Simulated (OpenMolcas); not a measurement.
Mn3+ in a ligand field

Mn3+ with 2 ligands (fluoride) in linear coordination (D∞h) at 1.7 Å. Ligand basis ANO-RCC-VDZP.

- Program: OpenMolcas 26.06
- Method: CASSCF
- Basis: ANO-RCC-VDZP [5s4p2d1f]
- Scalar Hamiltonian: DKH2, point nucleus
- Active space: 4 electrons in 5 orbitals (3d)
- State averaging: 2S+1 = 5 even, 5 roots; 2S+1 = 3 even, 45 roots; 2S+1 = 1 even, 50 roots
- Spin-orbit coupling: RASSI with atomic mean-field integrals over the reference wave functions

The lowest spin-free states (labels by Λ), above the lowest:

```tsv
State	Degeneracy	E (cm-1)
5Σ	1	0.0
5Π	2	9486
5Δ	2	21514
3Φ	2	22967
3Γ	2	23205
3Π	2	26012
3Δ	2	26407
3Σ	1	27078
3Δ	2	28764
3Σ	1	28994
3H	2	30177
1I	2	30958
3Π	2	32068
3Π	2	34027
3Σ	1	34401
1Σ	1	34902
3Φ	2	35009
1Π	2	36113
1Φ	2	37786
1Δ	2	38235
```

The lowest levels with spin-orbit coupling:

```
E (cm-1)  Degeneracy  2S+1                g
     0.0           1     5                 
     4.2           2     5   0.00 0.00 4.00
    16.9           2     5   0.00 0.00 8.01
    9318           2     5   0.00 0.00 6.01
    9406           1     5                 
    9412           1     5                 
    9502           2     5   0.00 0.00 2.00
    9596           2     5   0.00 0.00 6.00
    9690           2     5  0.00 0.00 10.01
   21160           1     5                 
   21160           1     5                 
   21350           2     5                 
   21532           2     5   0.00 0.00 4.00
   21707           2     5   0.00 0.00 8.00
   21876           2     5  0.00 0.00 11.99
   22815           2     3   0.00 0.00 9.64
   22848           2     3   0.00 0.00 5.53
   23065           2     3   0.00 0.00 2.01
   23230           2     3  0.00 0.00 12.00
   23305           2     3   0.00 0.00 8.38
```

Powder χT (cm3 K/mol): 1.7 at 2 K, 2.73 at 10 K, 2.91 at 50 K, 2.93 at 100 K, 2.94 at 200 K, 2.94 at 300 K. The effective moment at 300 K is 2.828 √(χT) = 4.85 μB.

The lowest level has 2S+1 = 5, for which the spin-only value is χT = S(S+1) / 2 = 3.000 cm3 K/mol (g = 2). The computed 2.944 at 300 K differs by -0.056, through orbital momentum, spin-orbit coupling and any other state in reach.

Metal share of the active 3d orbitals (Löwdin): 80, 92, 92, 100, 100 %; Mulliken charge of the metal 2.12.

Without dynamic correlation the repulsion within the d shell is too large (B by tens of per cent), so at a given field states of lower spin stand too high. The least metal-like active orbital is 80 % on the metal (Löwdin) and no ligand orbital is active, so the numbers are rough. Ligand-to-metal charge-transfer states are missing. With no ligand orbital active B as a rule stays too high, so bands that hang on it stand too high and its fall with covalency is understated. No measured value stands beside these numbers; the geometry is a model, was not optimised and need not be the one that this ion takes.

The RASSCF and RASSI steps took 34 s on 1 thread of Arm Neoverse V1 (shared host); the integral step is not counted.

With an even number of electrons the g values are those of a degenerate or nearly degenerate non-Kramers pair.
